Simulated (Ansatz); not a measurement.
Input file for Ansatz (a quantum-chemistry and plane-wave program): R-B3LYP-D3(BJ)/def2-TZVP on CH9AlN2 (a complex).

Ansatz 0.2 input:
```yaml
crystal:
  periodic: [false, false, false]
  atoms:
    - {symbol: C, position_ang: [-0.46579049, 0.02874661, 1.71808956]}
    - {symbol: N, position_ang: [-0.50817767, 0.00106358, 0.25481555]}
    - {symbol: Al, position_ang: [0.79312872, -0.14112329, -0.95946718]}
    - {symbol: H, position_ang: [-0.87292255, 0.96562508, 2.11086635]}
    - {symbol: H, position_ang: [0.57257337, -0.05758138, 2.03758746]}
    - {symbol: H, position_ang: [-1.03206577, -0.80287650, 2.14852824]}
    - {symbol: H, position_ang: [-1.48138951, 0.08041512, -0.03350563]}
    - {symbol: H, position_ang: [1.49695666, 1.10887381, -1.52355904]}
    - {symbol: H, position_ang: [1.29022269, -1.51974437, -1.43766264]}
    - {symbol: N, position_ang: [-0.05610050, -0.03151394, 5.27781037]}
    - {symbol: H, position_ang: [0.28996286, -0.89116058, 4.87009339]}
    - {symbol: H, position_ang: [-0.99940609, 0.11129898, 4.93898432]}
    - {symbol: H, position_ang: [0.51438678, 0.72696850, 4.92531801]}
basis:
  gaussian:
    orbitals: def2-TZVP
hamiltonian:
  xc: b3lyp
  dispersion: d3bj
relax: {f_tol: 0.004, max_steps: 120}
scf: {lower_state_search: off}
```

Program output:

```
WARN ansatz: RAYON_NUM_THREADS=2 ignored (pool sized by the plan → 2); use --threads N
Functional definition: B3LYP
these checks for a lower state are left out or cut short: stability, starts, cluster_reference, orbital_swaps, neighbouring_geometries, increment
integrals: 0.09 GiB planned
1145 factors; their error is unknown
mean field: 0.78 GiB planned
mean field evaluation 1: about -10747.4287 eV, gradient 9.0e1 eV
mean field evaluation 2: about -10691.6037 eV, gradient 1.5e2 eV
mean field evaluation 4: about -10763.0185 eV, gradient 1.2e1 eV
mean field evaluation 8: about -10763.3909 eV, gradient 3.4e-1 eV
mean field evaluation 16: about -10763.3897 eV, gradient 2.2e-4 eV
mean field -10763.38965752 eV, -395.5472742263 hartree, gradient 8.4e-6 eV, S^2 0.000000; 0 other end points of the search recorded, 0 dependent functions left out
the calculation of the forces begins
reference -10763.38998586 eV, -395.5472862925 hartree; 21, 21 occupied and 163, 163 virtual orbitals, 1145 factors
relax step   1: F+E_penalty+E_count = -10763.70111319 eV  Δ(F+E_penalty+E_count) = +0.000e0 eV  max|allowed force component| = 7.345e-1 eV/Å  Δτ_max = 0.0000 Å  (16 SCF iters, accepted)
these checks for a lower state are left out or cut short: stability, starts, cluster_reference, orbital_swaps, neighbouring_geometries, increment
integrals: 0.09 GiB planned
1145 factors; their error is unknown
mean field: 0.78 GiB planned
mean field -10763.43309995 eV, -395.5488707061 hartree, gradient 7.3e-6 eV, S^2 0.000000; 0 other end points of the search recorded, 0 dependent functions left out
the calculation of the forces begins
reference -10763.43342911 eV, -395.5488828026 hartree; 21, 21 occupied and 163, 163 virtual orbitals, 1145 factors
relax step   2: F+E_penalty+E_count = -10763.74248564 eV  Δ(F+E_penalty+E_count) = -4.137e-2 eV  max|allowed force component| = 3.019e-1 eV/Å  Δτ_max = 0.0512 Å  (21 SCF iters, accepted)
these checks for a lower state are left out or cut short: stability, starts, cluster_reference, orbital_swaps, neighbouring_geometries, increment
integrals: 0.09 GiB planned
1145 factors; their error is unknown
mean field: 0.78 GiB planned
mean field evaluation 32: about -10763.4408 eV, gradient 6.7e-7 eV
mean field -10763.44075331 eV, -395.5491519619 hartree, gradient 8.9e-6 eV, S^2 0.000000; 0 other end points of the search recorded, 0 dependent functions left out
the calculation of the forces begins
reference -10763.44108285 eV, -395.5491640722 hartree; 21, 21 occupied and 163, 163 virtual orbitals, 1145 factors
relax step   3: F+E_penalty+E_count = -10763.75038936 eV  Δ(F+E_penalty+E_count) = -7.904e-3 eV  max|allowed force component| = 1.172e-1 eV/Å  Δτ_max = 0.0686 Å  (21 SCF iters, accepted)
these checks for a lower state are left out or cut short: stability, starts, cluster_reference, orbital_swaps, neighbouring_geometries, increment
integrals: 0.09 GiB planned
1145 factors; their error is unknown
mean field: 0.78 GiB planned
mean field -10763.45341612 eV, -395.5496173116 hartree, gradient 7.3e-6 eV, S^2 0.000000; 0 other end points of the search recorded, 0 dependent functions left out
the calculation of the forces begins
reference -10763.45374569 eV, -395.5496294233 hartree; 21, 21 occupied and 163, 163 virtual orbitals, 1145 factors
relax step   4: F+E_penalty+E_count = -10763.76340138 eV  Δ(F+E_penalty+E_count) = -1.301e-2 eV  max|allowed force component| = 1.784e-1 eV/Å  Δτ_max = 0.1298 Å  (19 SCF iters, accepted)
these checks for a lower state are left out or cut short: stability, starts, cluster_reference, orbital_swaps, neighbouring_geometries, increment
integrals: 0.09 GiB planned
1145 factors; their error is unknown
mean field: 0.78 GiB planned
mean field -10763.49353288 eV, -395.5510915755 hartree, gradient 3.1e-6 eV, S^2 0.000000; 0 other end points of the search recorded, 0 dependent functions left out
the calculation of the forces begins
reference -10763.49386188 eV, -395.5511036660 hartree; 21, 21 occupied and 163, 163 virtual orbitals, 1145 factors
relax step   5: F+E_penalty+E_count = -10763.80328541 eV  Δ(F+E_penalty+E_count) = -3.988e-2 eV  max|allowed force component| = 3.555e-1 eV/Å  Δτ_max = 0.1876 Å  (18 SCF iters, accepted)
these checks for a lower state are left out or cut short: stability, starts, cluster_reference, orbital_swaps, neighbouring_geometries, increment
integrals: 0.09 GiB planned
1145 factors; their error is unknown
mean field: 0.78 GiB planned
mean f
[...]
r end points of the search recorded, 0 dependent functions left out
the calculation of the forces begins
reference -10764.00121370 eV, -395.5697485013 hartree; 21, 21 occupied and 163, 163 virtual orbitals, 1145 factors
relax step  12: F+E_penalty+E_count = -10764.30566352 eV  Δ(F+E_penalty+E_count) = -6.557e-3 eV  max|allowed force component| = 3.781e-2 eV/Å  Δτ_max = 0.0507 Å  (20 SCF iters, accepted)
these checks for a lower state are left out or cut short: stability, starts, cluster_reference, orbital_swaps, neighbouring_geometries, increment
integrals: 0.09 GiB planned
1145 factors; their error is unknown
mean field: 0.77 GiB planned
mean field -10764.00132541 eV, -395.5697526067 hartree, gradient 2.4e-6 eV, S^2 0.000000; 0 other end points of the search recorded, 0 dependent functions left out
the calculation of the forces begins
reference -10764.00165620 eV, -395.5697647629 hartree; 21, 21 occupied and 163, 163 virtual orbitals, 1145 factors
relax step  13: F+E_penalty+E_count = -10764.30586297 eV  Δ(F+E_penalty+E_count) = -1.994e-4 eV  max|allowed force component| = 2.967e-2 eV/Å  Δτ_max = 0.0262 Å  (21 SCF iters, accepted)
these checks for a lower state are left out or cut short: stability, starts, cluster_reference, orbital_swaps, neighbouring_geometries, increment
integrals: 0.09 GiB planned
1145 factors; their error is unknown
mean field: 0.77 GiB planned
mean field -10764.00296769 eV, -395.5698129595 hartree, gradient 2.4e-6 eV, S^2 0.000000; 0 other end points of the search recorded, 0 dependent functions left out
the calculation of the forces begins
reference -10764.00329904 eV, -395.5698251363 hartree; 21, 21 occupied and 163, 163 virtual orbitals, 1145 factors
relax step  14: F+E_penalty+E_count = -10764.30610999 eV  Δ(F+E_penalty+E_count) = -2.470e-4 eV  max|allowed force component| = 2.818e-2 eV/Å  Δτ_max = 0.0330 Å  (21 SCF iters, accepted)
these checks for a lower state are left out or cut short: stability, starts, cluster_reference, orbital_swaps, neighbouring_geometries, increment
integrals: 0.09 GiB planned
1145 factors; their error is unknown
mean field: 0.77 GiB planned
mean field -10764.00434616 eV, -395.5698636172 hartree, gradient 2.5e-6 eV, S^2 0.000000; 0 other end points of the search recorded, 0 dependent functions left out
the calculation of the forces begins
reference -10764.00467864 eV, -395.5698758355 hartree; 21, 21 occupied and 163, 163 virtual orbitals, 1145 factors
relax step  15: F+E_penalty+E_count = -10764.30575720 eV  Δ(F+E_penalty+E_count) = +3.528e-4 eV  max|allowed force component| = 5.486e-2 eV/Å  Δτ_max = 0.0423 Å  (21 SCF iters, rejected (line search))
these checks for a lower state are left out or cut short: stability, starts, cluster_reference, orbital_swaps, neighbouring_geometries, increment
integrals: 0.09 GiB planned
1145 factors; their error is unknown
mean field: 0.77 GiB planned
mean field -10764.00374869 eV, -395.5698416606 hartree, gradient 2.4e-6 eV, S^2 0.000000; 0 other end points of the search recorded, 0 dependent functions left out
the calculation of the forces begins
reference -10764.00408049 eV, -395.5698538541 hartree; 21, 21 occupied and 163, 163 virtual orbitals, 1145 factors
relax step  16: F+E_penalty+E_count = -10764.30635280 eV  Δ(F+E_penalty+E_count) = -2.428e-4 eV  max|allowed force component| = 8.138e-3 eV/Å  Δτ_max = 0.0209 Å  (21 SCF iters, accepted)
these checks for a lower state are left out or cut short: stability, starts, cluster_reference, orbital_swaps, neighbouring_geometries, increment
integrals: 0.09 GiB planned
1145 factors; their error is unknown
mean field: 0.77 GiB planned
mean field evaluation 128: about -10764.0040 eV, gradient 1.6e-4 eV
mean field -10764.00398083 eV, -395.5698501917 hartree, gradient 2.4e-6 eV, S^2 0.000000; 0 other end points of the search recorded, 0 dependent functions left out
the calculation of the forces begins
reference -10764.00431279 eV, -395.5698623907 hartree; 21, 21 occupied and 163, 163 virtual orbitals, 1145 factors
relax step  17: F+E_penalty+E_count = -10764.30637573 eV  Δ(F+E_penalty+E_count) = -2.293e-5 eV  max|allowed force component| = 8.135e-3 eV/Å  Δτ_max = 0.0116 Å  (21 SCF iters, accepted)
these checks for a lower state are left out or cut short: stability, starts, cluster_reference, orbital_swaps, neighbouring_geometries, increment
integrals: 0.09 GiB planned
1145 factors; their error is unknown
mean field: 0.77 GiB planned
mean field -10764.00411333 eV, -395.5698550609 hartree, gradient 2.5e-6 eV, S^2 0.000000; 0 other end points of the search recorded, 0 dependent functions left out
the calculation of the forces begins
reference -10764.00444539 eV, -395.5698672637 hartree; 21, 21 occupied and 163, 163 virtual orbitals, 1145 factors
relax step  18: F+E_penalty+E_count = -10764.30638986 eV  Δ(F+E_penalty+E_count) = -1.413e-5 eV  max|allowed force component| = 8.039e-3 eV/Å  Δτ_max = 0.0120 Å  (21 SCF iters, accepted)
these checks for a lower state are left out or cut short: stability, starts, cluster_reference, orbital_swaps, neighbouring_geometries, increment
integrals: 0.09 GiB planned
1145 factors; their error is unknown
mean field: 0.77 GiB planned
mean field -10764.00410195 eV, -395.5698546426 hartree, gradient 2.4e-6 eV, S^2 0.000000; 0 other end points of the search recorded, 0 dependent functions left out
the calculation of the forces begins
reference -10764.00443401 eV, -395.5698668457 hartree; 21, 21 occupied and 163, 163 virtual orbitals, 1145 factors
relax step  19: F+E_penalty+E_count = -10764.30639440 eV  Δ(F+E_penalty+E_count) = -4.542e-6 eV  max|allowed force component| = 5.223e-3 eV/Å  Δτ_max = 0.0062 Å  (22 SCF iters, accepted)
these checks for a lower state are left out or cut short: stability, starts, cluster_reference, orbital_swaps, neighbouring_geometries, increment
integrals: 0.09 GiB planned
1145 factors; their error is unknown
mean field: 0.77 GiB planned
mean field -10764.00404999 eV, -395.5698527332 hartree, gradient 2.4e-6 eV, S^2 0.000000; 0 other end points of the search recorded, 0 dependent functions left out
the calculation of the forces begins
reference -10764.00438205 eV, -395.5698649360 hartree; 21, 21 occupied and 163, 163 virtual orbitals, 1145 factors
relax step  20: F+E_penalty+E_count = -10764.30639788 eV  Δ(F+E_penalty+E_count) = -3.480e-6 eV  max|allowed force component| = 1.879e-3 eV/Å  Δτ_max = 0.0061 Å  (22 SCF iters, accepted)
Total energy: -10764.30672994 eV, -395.5809760160 hartree
Atom 0 at    -0.500609    -0.407447     1.562016 Å, force    -0.000210     0.000405    -0.001498 eV/Å
Atom 1 at    -0.352947     0.287699     0.291495 Å, force    -0.000715    -0.000577     0.001405 eV/Å
Atom 2 at     0.816959    -0.008793    -1.005580 Å, force     0.000022     0.000619    -0.000235 eV/Å
Atom 3 at    -0.356404     0.257740     2.419858 Å, force     0.000363     0.000048     0.000313 eV/Å
Atom 4 at     0.246248    -1.200058     1.636020 Å, force     0.000345    -0.000143     0.000620 eV/Å
Atom 5 at    -1.485445    -0.876182     1.665392 Å, force    -0.000080    -0.000215    -0.000026 eV/Å
Atom 6 at    -1.034709     1.026210     0.186736 Å, force     0.000163     0.000053    -0.000341 eV/Å
Atom 7 at     0.736487     0.911514    -2.283936 Å, force     0.000301     0.000206     0.000156 eV/Å
Atom 8 at     1.861122    -1.171961    -0.790440 Å, force    -0.000203    -0.000584    -0.000262 eV/Å
Atom 9 at    -0.074542     0.159727     5.438291 Å, force     0.000667     0.001879    -0.001146 eV/Å
Atom 10 at     0.439518    -0.558167     4.940655 Å, force     0.000155    -0.000220     0.000243 eV/Å
Atom 11 at    -1.040255     0.102690     5.135965 Å, force    -0.000558    -0.000665     0.000024 eV/Å
Atom 12 at     0.285957     1.056020     5.131426 Å, force    -0.000249    -0.000805     0.000748 eV/Å
Dipole moment:    -0.203048     0.095647    -0.150758 e Å
Checks for a lower state left out: stability, starts, cluster_reference, orbital_swaps, neighbouring_geometries, increment
```

The run converged.

Cost: roughly 90 core-seconds.
